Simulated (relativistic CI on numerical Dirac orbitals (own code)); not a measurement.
# What each ingredient does to the levels of Hg54+

Base calculation: Dirac-Coulomb-Breit CI, orbitals from a KLI potential per configuration, a model potential for QED, unscaled Slater integrals.

Configurations in the expansion (outside the closed core [Ne]): 3s2.3p6.3d8, 3s2.3p5.3d9, 3s2.3p4.3d10, 3s.3p6.3d9, 3p6.3d10, 3s.3p5.3d10, 3s2.3p6.3d7.4s, 3s2.3p6.3d7.4p, 3s2.3p4.3d9.4s, 3s2.3p6.3d7.4d, 3s2.3p4.3d9.4p, 3s2.3p5.3d8.4s, 3s2.3p6.3d7.4f, 3s2.3p4.3d9.4d, 3s.3p5.3d9.4s, 3s2.3p5.3d8.4p. Levels of other configurations are missing.

Variants: (1) P86 correlation estimate; (2) QED terms removed; (3) non-relativistic limit. Shifts of the energy above 3s2.3p6.3d8 3F_4, in eV, for the lowest level and the first level of each name with at least 55 % of one term (blank where a level changes its place among those of its configuration and J or its character, or is not in the variant):

| Level | Base | Δ(1) | Δ(2) | Δ(3) |
| --- | --- | --- | --- | --- |
| 3s2.3p6.3d8 3F_4 | 0.00 | 0.00 | 0.00 | 0.00 |
| 3s2.3p6.3d8 3F_3 | 95.82 | 0.00 | -0.25 | -95.82 |
| 3s2.3p6.3d8 1G_4 | 112.21 | 0.00 | -0.24 | -91.45 |
| 3s2.3p6.3d8 3P_1 | 112.46 | 0.00 | -0.24 | -97.49 |
| 3s2.3p6.3d8 3F_2 | 199.53 | 0.00 | -0.49 |  |
| 3s2.3p5.3d9 3F°_4 | 499.32 | +0.32 | +0.89 | -116.31 |
| 3s2.3p5.3d9 3D°_3 | 528.01 | +0.32 | +0.88 |  |
| 3s2.3p5.3d9 3P°_0 | 620.65 | +0.32 | +0.64 | -217.34 |
| 3s2.3p5.3d9 3F°_3 | 622.79 | +0.32 | +0.65 |  |
| 3s2.3p4.3d10 3P_2 | 1034.98 | +0.59 | +1.76 | -240.54 |
| 3s2.3p5.3d9 3F°_2 | 1058.60 | +0.32 | +0.27 |  |
| 3s2.3p4.3d10 1S_0 | 1059.42 | +0.59 | +1.74 |  |
| 3s.3p6.3d9 3D_3 | 1243.04 | +0.49 | +6.04 | -622.77 |
| 3s.3p6.3d9 3D_1 | 1342.27 | +0.49 | +5.79 | -722.00 |

At this charge energies of transitions that change n are usually good to better than 1 %, and those within a shell (Δn = 0) to a few per cent.

Ionisation energy from the two ground configurations alone: base 5335.19 eV; P86 correlation estimate 5337.42 eV. The NIST ASD value (theoretical) is 5335 eV.

LS names give the leading component of a level, which can be under half, so a name can repeat, a term be missing and a line seem to break the LS rules.
